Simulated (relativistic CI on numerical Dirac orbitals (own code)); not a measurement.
**Ta XXXVI: q coefficients and field-shift factors**

These numbers are calculated, not measured: Dirac-Coulomb-Breit CI, separate exchange-only KLI orbitals for each configuration, derivatives by finite differences, unscaled Slater integrals, QED left out (own radial code, finite nucleus).

Configuration list (outside the closed core [Ar] 3d10): 4s2.4p6.4d2, 4s2.4p6.4d.4f, 4s2.4p5.4d3, 4s.4p6.4d2.4f, 4s2.4p6.4f.5s, 4s2.4p6.4f2, 4s.4p6.4f3, 4p6.4d4, 4p5.4d5. Double excitations out of closed p, d and f shells are left out; levels of such configurations are missing from the list, as are those of other unlisted configurations, and high levels can miss mixing partners.

With x = (α/α₀)² − 1 an excitation energy changes as ω = ω₀ + qx; K = 2q/ω₀ is the relative enhancement. Terms are leading LS components, so labels can repeat. The field-shift factor is F = δν/δ⟨r²⟩ for the transition from the lowest level.

Lowest level 4s2.4p6.4d2 3F_2.

```tsv
Level	ω₀ (cm⁻¹)	q (cm⁻¹)	F (GHz/fm²)
4s2.4p6.4d2 3P_0	64459	6645	0.349
4s2.4p6.4d2 3F_3	129021	139700	3.55
4s2.4p6.4d2 3P_2	160941	138600	3.74
4s2.4p6.4d2 1G_4	171593	145900	3.94
4s2.4p6.4d2 3P_1	171773	140500	3.85
4s2.4p6.4d2 3F_4	286151	274600	7.19
4s2.4p6.4d2 3P_2	306730	281100	7.46
4s2.4p6.4d2 1S_0	378794	275300	7.26
4s2.4p5.4d3 5F°_2	1210637	62940	7.72
4s2.4p5.4d3 5D°_1	1221658	73120	8.21
4s2.4p5.4d3 5D°_0	1238340	70870	8.83
4s2.4p5.4d3 3F°_3	1251320	66550	7.42
4s2.4p5.4d3 5F°_3	1310399	188200	10.7
4s2.4p5.4d3 5S°_2	1325548	200400	10.7
4s2.4p5.4d3 5F°_4	1328820	200600	10.7
4s2.4p5.4d3 3F°_2	1344179	200100	11.6
4s2.4p5.4d3 5D°_1	1351668	200800	10.9
4s2.4p5.4d3 5G°_5	1357042	203700	10.7
4s2.4p5.4d3 3G°_3	1361689	198200	11.8
4s2.4p5.4d3 3F°_4	1363409	199700	11.5
4s2.4p5.4d3 3P°_0	1369337	180800	11.3
4s2.4p5.4d3 3H°_6	1369367	194100	10.2
4s2.4p5.4d3 3G°_4	1390362	202400	11.4
```

At this charge energies of transitions that change n are usually good to better than 1 %, and those within a shell (Δn = 0) to a few per cent. Terms inside the open d or f shell come out 10 to 20 % too wide with unscaled integrals.

(1) Which transition from the lowest level has the largest |K|?

## Answers

(1) 4s2.4p6.4d2 3F_3 at 129021 cm⁻¹, K = 2.17.
